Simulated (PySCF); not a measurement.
## [ClSe2]-: breathing scan

Computed with PBE/[Cl def2-SVPD, Se def2-SVPD], no relativity, density fitting, PySCF.

Rigid scan from the singlet minimum (Cl–Se 2.311 Å (×2); Se–Cl–Se 123.7°). Coordinate: all bonds to the central atom scaled together. Energies in kJ/mol from the minimum.

```json
{"scale of all bonds to the centre": "0.88", "E (kJ/mol)": "101.3", "dipole size (D, about the centre of mass)": "1.00"}
{"scale of all bonds to the centre": "0.92", "E (kJ/mol)": "38.5", "dipole size (D, about the centre of mass)": "0.85"}
{"scale of all bonds to the centre": "0.96", "E (kJ/mol)": "8.2", "dipole size (D, about the centre of mass)": "0.72"}
{"scale of all bonds to the centre": "1.00", "E (kJ/mol)": "0.0", "dipole size (D, about the centre of mass)": "0.58"}
{"scale of all bonds to the centre": "1.04", "E (kJ/mol)": "6.3", "dipole size (D, about the centre of mass)": "0.44"}
{"scale of all bonds to the centre": "1.08", "E (kJ/mol)": "21.8", "dipole size (D, about the centre of mass)": "0.30"}
{"scale of all bonds to the centre": "1.14", "E (kJ/mol)": "54.7", "dipole size (D, about the centre of mass)": "0.08"}
{"scale of all bonds to the centre": "1.22", "E (kJ/mol)": "105.1", "dipole size (D, about the centre of mass)": "0.23"}
{"scale of all bonds to the centre": "1.35", "E (kJ/mol)": "181.4", "dipole size (D, about the centre of mass)": "0.77"}
```

At long bonds a restricted determinant can lie too high, and another spin state can fall below this curve.

Other isomers or separated fragments may lie lower.
